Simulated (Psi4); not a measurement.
C3H10N (SMILES C[NH+](C)C), charge +1, singlet, geometry from GFN2-xTB; Psi4 1.11 with MP2/STO-3G.

Here is a job for Psi4.
```
memory 2 GB

molecule mol {
1 1
N    -0.001457   -0.000790    0.349071
C    -0.006831    1.403606   -0.098896
C     1.219405   -0.695183   -0.098525
C    -1.211296   -0.707730   -0.108702
H    -0.002470    1.441351   -1.187098
H     0.873397    1.924963    0.272714
H    -0.895476    1.915832    0.265308
H     1.254596   -0.710204   -1.186717
H     1.229226   -1.720741    0.265951
H     2.105741   -0.184277    0.273087
H    -1.237217   -0.723067   -1.197150
H    -2.105939   -0.206018    0.255454
H    -1.213580   -1.733351    0.255724
H    -0.005745   -0.003113    1.375966
}

set {
  basis sto-3g
  reference rhf
}

energy('mp2')
print_variables()
```

### Question
Write the output that Psi4 gives for this input, abridged.

### Answer

```
    SCF Algorithm Type (re)set to DF.

   => Loading Basis Set <=

    Name: STO-3G
    Role: ORBITAL
    Keyword: BASIS

         ---------------------------------------------------------
                                   SCF
               by Justin Turney, Rob Parrish, Andy Simmonett
                          and Daniel G. A. Smith
                              RHF Reference
         ---------------------------------------------------------

  ==> Geometry <==

    Molecular point group: c1
    Full point group: C1

    Geometry (in Angstrom), charge = 1, multiplicity = 1:

       Center              X                  Y                   Z               Mass
    ------------   -----------------  -----------------  -----------------  -----------------
         N           -0.001415162407    -0.000767352879     0.339033236549    14.003074004430
         C           -0.006789162407     1.403628647121    -0.108933763451    12.000000000000
         C            1.219446837593    -0.695160352879    -0.108562763451    12.000000000000
         C           -1.211254162407    -0.707707352879    -0.118739763451    12.000000000000
         H           -0.002428162407     1.441373647121    -1.197135763451     1.007825032230
         H            0.873438837593     1.924985647121     0.262676236549     1.007825032230
         H           -0.895434162407     1.915854647121     0.255270236549     1.007825032230
         H            1.254637837593    -0.710181352879    -1.196754763451     1.007825032230
         H            1.229267837593    -1.720718352879     0.255913236549     1.007825032230
         H            2.105782837593    -0.184254352879     0.263049236549     1.007825032230
         H           -1.237175162407    -0.723044352879    -1.207187763451     1.007825032230
         H           -2.105897162407    -0.205995352879     0.245416236549     1.007825032230
         H           -1.213538162407    -1.733328352879     0.245686236549     1.007825032230
         H           -0.005703162407    -0.003090352879     1.365928236549     1.007825032230

  Running in c1 symmetry.

  Rotational constants: A =      0.27729  B =      0.27729  C =      0.16177 [cm^-1]
  Rotational constants: A =   8312.95389  B =   8312.95114  C =   4849.78548 [MHz]
  Nuclear repulsion =  147.898764871176951

  Charge       = 1
  Multiplicity = 1
  Electrons    = 34
  Nalpha       = 17
  Nbeta        = 17

  ==> Algorithm <==

  SCF Algorithm Type is DF.
  DIIS enabled.
  MOM disabled.
  Fractional occupation disabled.
  Guess Type is SAD.
  Energy threshold   = 1.00e-08
  Density threshold  = 1.00e-08
  Integral threshold = 1.00e-12

  ==> Primary Basis <==

  Basis Set: STO-3G
    Blend: STO-3G
    Number of shells: 22
    Number of basis functions: 30
    Number of Cartesian functions: 30
    Spherical Harmonics?: true
    Max angular momentum: 1

   => Loading Basis Set <=

    Name: (STO-3G AUX)
    Role: JKFIT
    Keyword: DF_BASIS_SCF

  ==> Integral Setup <==

  SCF_SUBTYPE=INCORE selected. In-core MEM_DF algorithm will be used.
  Using in-core AOs.

  ==> MemDFJK: Density-Fitted J/K Matrices <==

    J tasked:                   Yes
    K tasked:                   Yes
    wK tasked:                   No
    Algorithm:                 Core
    Schwarz Cutoff:           1E-12
    Mask sparsity (%):       0.6667
    Fitting Condition:        1E-10

   => Auxiliary Basis Set <=

  Basis Set: (STO-3G AUX)
    Blend: DEF2-UNIVERSAL-JKFIT
    Number of shells: 160
    Number of basis functions: 482
    Number of Cartesian functions: 560
    Spherical Harmonics?: true
    Max angular momentum: 4

  Minimum eigenvalue in the overlap matrix is 2.1433347201E-01.
  Reciprocal condition number of the overlap matrix is 8.1256715204E-02.
    Using symmetric orthogonalization.

  ==> Pre-Iterations <==

  SCF Guess: Superposition of Atomic Densities via on-the-fly atomic UHF (no occupation information).

   -------------------------
    Irrep   Nso     Nmo
[...]
  Energy and wave function converged.

  ==> Post-Iterations <==

    Orbital Energies [Eh]
    ---------------------

    Doubly Occupied:

[...]
    Virtual:

[...]
      30A      0.535799

    Final Occupation by Irrep:
              A
    DOCC [    17 ]
    NA   [    17 ]
    NB   [    17 ]

  @DF-RHF Final Energy:  -171.63020360691826

   => Energetics <=

    Nuclear Repulsion Energy =            147.8987648711769509
    One-Electron Energy =                -515.2506276298283865
    Two-Electron Energy =                 195.7216591517332063
    Total Energy =                       -171.6302036069182577

Computation Completed

Properties will be evaluated at   0.000000,   0.000000,   0.000000 [a0]

Properties computed using the SCF density matrix

 Multipole Moments:

 ------------------------------------------------------------------------------------
     Multipole            Electronic (a.u.)      Nuclear  (a.u.)        Total (a.u.)
 ------------------------------------------------------------------------------------

 L = 1.  Multiply by 2.5417464519 to convert [e a0] to [Debye]
 Dipole X            :         -0.0044890            0.0027709           -0.0017181
 Dipole Y            :         -0.0024332            0.0015036           -0.0009297
 Dipole Z            :          1.0752053           -0.6639056            0.4112997
 Magnitude           :                                                    0.4113043

 ------------------------------------------------------------------------------------

  //>>>>>>>>>>>>>>>>>>>>>>>>>>>>>>>>>>>//
  //               DFMP2               //
  //<<<<<<<<<<<<<<<<<<<<<<<<<<<<<<<<<<<//

   => Loading Basis Set <=

    Name: (STO-3G AUX)
    Role: RIFIT
    Keyword: DF_BASIS_MP2

	 --------------------------------------------------------
	                          DF-MP2
	      2nd-Order Density-Fitted Moller-Plesset Theory

	        Rob Parrish, Justin Turney, Andy Simmonett,
	           Ed Hohenstein, and C. David Sherrill
	 --------------------------------------------------------

   => Auxiliary Basis Set <=

  Basis Set: (STO-3G AUX)
    Blend: DEF2-SVP-RI
    Number of shells: 124
    Number of basis functions: 332
    Number of Cartesian functions: 370
    Spherical Harmonics?: true
    Max angular momentum: 3

	 --------------------------------------------------------
	                 NBF =    30, NAUX =   332
	 --------------------------------------------------------
	   CLASS    FOCC     OCC    AOCC    AVIR     VIR    FVIR
	   PAIRS       0      17      17      13      13       0
	 --------------------------------------------------------

	-----------------------------------------------------------
	 ==================> DF-MP2 Energies <====================
	-----------------------------------------------------------
	 Reference Energy          =    -171.6302036069182577 [Eh]
	 Singles Energy            =      -0.0000000000000000 [Eh]
	 Same-Spin Energy          =      -0.0233251340823880 [Eh]
	 Opposite-Spin Energy      =      -0.1934543295773289 [Eh]
	 Correlation Energy        =      -0.2167794636597169 [Eh]
	 Total Energy              =    -171.8469830705779771 [Eh]
	-----------------------------------------------------------
	 ================> DF-SCS-MP2 Energies <==================
	-----------------------------------------------------------
	 SCS Same-Spin Scale       =       0.3333333333333333 [-]
	 SCS Opposite-Spin Scale   =       1.2000000000000000 [-]
	 SCS Same-Spin Energy      =      -0.0077750446941293 [Eh]
	 SCS Opposite-Spin Energy  =      -0.2321451954927947 [Eh]
	 SCS Correlation Energy    =      -0.2399202401869240 [Eh]
	 SCS Total Energy          =    -171.8701238471051909 [Eh]
	-----------------------------------------------------------

  Variable Map:
  ----------------------------------------------------------------------------
[...]
  Array Variable Map:
  ----------------------------------------------------------------------------
[...]
[...]
```
